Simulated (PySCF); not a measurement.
Compound: C4H8IN.
SMILES with atom numbers: `[CH2:1]=[C:2]([I:3])[N:4]([CH3:5])[CH3:6]` (hydrogens: H7, H8 on C1; H9, H10, H11 on C5; H12, H13, H14 on C6)

Computed by this run: PBE0-D3(BJ)/def2-SVP geometry optimisation, gas phase, def2 core potentials past Kr (PySCF); density fitting, grid level 1; the optimiser is geomeTRIC in internal coordinates, started from a GFN2-xTB structure with every atom displaced at random (about 0.01 Å).

Step 0: E = -13857.8692 eV
```
atom  x, y, z in Å  |  force x, y, z in eV/Å
C1      2.1787   -0.2081   -0.2841   -0.956   0.335   0.242
C2      0.9817   -0.0033    0.2778    2.025  -0.068   0.344
I3      0.9451    0.3651    2.4484    0.061   0.012   0.153
N4     -0.1950   -0.0214   -0.3584   -2.839  -0.119  -0.201
C5     -1.0523   -1.1703   -0.0158    0.615   0.951   0.826
C6     -0.9513    1.2363   -0.3169    0.452  -0.475  -0.163
H7      2.2281   -0.3663   -1.3490   -0.079  -0.137  -0.592
H8      3.0961   -0.1548    0.2572    0.718  -0.053   0.601
H9     -0.4661   -2.0687   -0.1020    0.313  -0.733  -0.159
H10    -1.9064   -1.2040   -0.6691   -0.561  -0.031  -0.617
H11    -1.4238   -1.1096    1.0383    0.154   0.072  -0.302
H12    -0.2822    2.0319   -0.6424    0.018   0.362  -0.120
H13    -1.3352    1.4793    0.6866    0.113  -0.068   0.280
H14    -1.8184    1.1716   -0.9797   -0.034  -0.047  -0.291
```

Step 1: E = -13857.9843 eV
```
atom  x, y, z in Å  |  force x, y, z in eV/Å
C1      2.1772   -0.1061   -0.2931    0.275  -0.067  -0.121
C2      0.9937   -0.0464    0.3027   -0.502   0.021  -0.070
I3      0.9749    0.1855    2.4919    0.013  -0.004   0.006
N4     -0.2436   -0.0685   -0.3262    0.469   0.074   0.223
C5     -1.0962   -1.1774    0.0386   -0.043  -0.083  -0.180
C6     -0.9075    1.2172   -0.3608   -0.117  -0.021   0.075
H7      2.2064   -0.2148   -1.3831   -0.002  -0.004   0.068
H8      3.1162   -0.0573    0.2650   -0.108   0.012  -0.056
H9     -0.5344   -2.1204   -0.0540   -0.079   0.074   0.005
H10    -1.9618   -1.2109   -0.6459    0.109  -0.011   0.077
H11    -1.4710   -1.0954    1.0781   -0.010   0.012   0.036
H12    -0.2142    1.9914   -0.7171   -0.001  -0.039  -0.016
H13    -1.2759    1.5167    0.6437   -0.007   0.016  -0.056
H14    -1.7647    1.1642   -1.0489    0.002   0.018   0.007
```

Step 2: E = -13857.9900 eV
```
atom  x, y, z in Å  |  force x, y, z in eV/Å
C1      2.1782   -0.1193   -0.2937    0.019  -0.032   0.008
C2      0.9947   -0.0374    0.3075   -0.133   0.021  -0.117
I3      0.9880    0.2044    2.4962    0.004   0.009   0.001
N4     -0.2373   -0.0586   -0.3172    0.141   0.046   0.141
C5     -1.0881   -1.1742    0.0312   -0.018  -0.028  -0.036
C6     -0.9176    1.2197   -0.3522   -0.013  -0.013  -0.002
H7      2.2039   -0.2484   -1.3796   -0.013   0.015   0.003
H8      3.1161   -0.0660    0.2594   -0.003  -0.010   0.008
H9     -0.5279   -2.1145   -0.0638   -0.003   0.002   0.003
H10    -1.9451   -1.2058   -0.6582    0.007  -0.002   0.005
H11    -1.4717   -1.0999    1.0694    0.001   0.001   0.000
H12    -0.2280    1.9964   -0.7081    0.000   0.008  -0.010
H13    -1.2964    1.5213    0.6462    0.008  -0.013  -0.004
H14    -1.7695    1.1602   -1.0460    0.004  -0.004  -0.001
```

**Question.** Estimate the geometry and energy of step 3. (The exact step hangs on the optimiser's Hessian estimate; all steps are aligned on step 2, rigid shifts and turns removed.)

**Answer.** E = -13857.9916 eV, largest force 0.072 eV/Å
```
atom  x, y, z in Å  |  force x, y, z in eV/Å
C1      2.1778   -0.1319   -0.2912   -0.058  -0.013   0.009
C2      0.9947   -0.0278    0.3086    0.053  -0.009  -0.049
I3      0.9997    0.2318    2.4957   -0.014   0.010   0.023
N4     -0.2345   -0.0495   -0.3107   -0.034   0.025   0.038
C5     -1.0816   -1.1730    0.0249    0.013   0.001   0.013
C6     -0.9245    1.2230   -0.3467    0.007  -0.008  -0.016
H7      2.1964   -0.2650   -1.3762    0.013  -0.001  -0.018
H8      3.1162   -0.0902    0.2608    0.016   0.000   0.012
H9     -0.5174   -2.1097   -0.0733    0.020  -0.013   0.001
H10    -1.9339   -1.2046   -0.6686   -0.021   0.004  -0.018
H11    -1.4710   -1.1075    1.0618    0.003   0.000  -0.008
H12    -0.2410    2.0055   -0.7026   -0.001   0.006   0.001
H13    -1.3074    1.5202    0.6507    0.003   0.000   0.012
H14    -1.7742    1.1562   -1.0423    0.000  -0.002  -0.001
```

The energy changes by -0.0015 eV. The first-order estimate −F·Δx gives -0.0027 eV and the mean of the old and new forces, exact on a quadratic surface, -0.0016 eV. The step makes an angle of 81° with the force vector and moves no atom by more than 0.030 Å.

The cost below is that of the whole optimisation. Time: 53 s of wall time; peak memory 0.61 GiB. Hardware: one thread, Intel Xeon 6975P-C (x86_64), shared host with 32 logical CPUs at a one-minute load of 7.9.
